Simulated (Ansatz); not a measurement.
`[OH][SnH2][O][SiH3]` + NH₃ → `[NH2][SnH2][OH]` + silanol  (ligand exchange at the Sn–O bond)

Calculated with Ansatz (gas phase, PBE0-D4/def2-TZVP geometries, no zero-point term in ΔE). CCSD(T)/CBS is the MP2 limit (def2-TZVPP, def2-QZVPP) plus CCSD(T) − MP2 in def2-TZVPP, frozen cores. This one scheme is used for every species. def2 core potentials past Kr. For Sn outer-core shells are correlated without core-valence functions, which leaves a few kJ/mol of doubt a bond. One conformer a species, not always the lowest.

```
              species  SCS-MP2/def2-TZVPP energy (Eh)
`[OH][SnH2][O][SiH3]`                      -656.56221
                  NH₃                       -56.45777
    `[NH2][SnH2][OH]`                      -346.40627
            `O[SiH3]`                      -366.59311
```

**Question.** Work out ΔE.

**Answer.** ΔE = (-346.40627) + (-366.59311) − (-656.56221) − (-56.45777) = 0.02060 Eh = +54.1 kJ/mol. CCSD(T)/CBS gives +54.6 kJ/mol.

Largest T1 diagnostic among the species: 0.014.

At CCSD(T), def2-SVP lies +8.5 kJ/mol from the extrapolated value and def2-TZVPP −1.6 kJ/mol. From BLYP to BHLYP (50 % exact exchange), in def2-TZVPP and without D4, ΔE moves by +3.1 kJ/mol. In def2-TZVPP, CCSD(T) changes the Hartree–Fock value by −4.5 kJ/mol (the triples alone add +0.1 kJ/mol) and MP2 by −5.2 kJ/mol.
